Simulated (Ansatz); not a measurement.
Ansatz (a program for electronic structure) input (PBE0/def2-QZVPP):
A basis named .json is the Basis Set Exchange file of that set.

Ansatz 0.2 input:
```yaml
crystal:
  periodic: [false, false, false]
  atoms:
    - {symbol: Si, position_ang: [0.54733611, 0.34333240, -0.60784220]}
    - {symbol: C, position_ang: [1.38001507, -1.31259231, -0.67620050]}
    - {symbol: Cl, position_ang: [1.33548567, 1.39637501, 1.00852279]}
    - {symbol: N, position_ang: [-1.16065869, 0.16597774, -0.45591643]}
    - {symbol: Si, position_ang: [-2.10263920, -1.11538149, 0.25027358]}
    - {symbol: H, position_ang: [0.82738714, 1.18623822, -1.78624109]}
    - {symbol: H, position_ang: [1.00052942, -1.90321401, -1.51203325]}
    - {symbol: H, position_ang: [2.45545276, -1.17948138, -0.80293196]}
    - {symbol: H, position_ang: [1.21746284, -1.87425568, 0.24474777]}
    - {symbol: H, position_ang: [-1.68108477, 1.02310610, -0.60194366]}
    - {symbol: H, position_ang: [-1.43919638, -2.40496061, -0.08050766]}
    - {symbol: H, position_ang: [-3.46504391, -1.06341109, -0.35139881]}
basis:
  gaussian:
    orbitals: def2-QZVPP.json
hamiltonian:
  xc: {name: PBE0}
magnetization: {spin_polarized: true, initial_magnetization: 1}
```

Output:

```
Functional definition: PBE0
integrals: 1.08 GiB planned
1912 factors; their error is unknown
0.66 GiB of the device are held for the grids
4.82 GiB of device memory are held for the factors and their scratch space
mean field: 6.99 GiB planned
mean field evaluation 1: about -30898.3599 eV, gradient 5.4e1 eV
mean field evaluation 2: about -30879.8635 eV, gradient 7.8e1 eV
mean field evaluation 4: about -30910.0249 eV, gradient 5.2e0 eV
mean field evaluation 8: about -30910.1480 eV, gradient 1.2e-1 eV
mean field evaluation 16: about -30910.1727 eV, gradient 2.7e-4 eV
mean field -30910.17272667 eV, -1135.9278960376 hartree, gradient 4.8e-5 eV, S^2 0.752688; 0 other end points of the search recorded, 0 dependent functions left out
reference -30910.17277261 eV, -1135.9278977257 hartree; 33, 32 occupied and 501, 502 virtual orbitals, 1912 factors
Total energy: -30910.17277261 eV, -1135.9278977257 hartree
```

It need not be the lowest isomer of its formula.
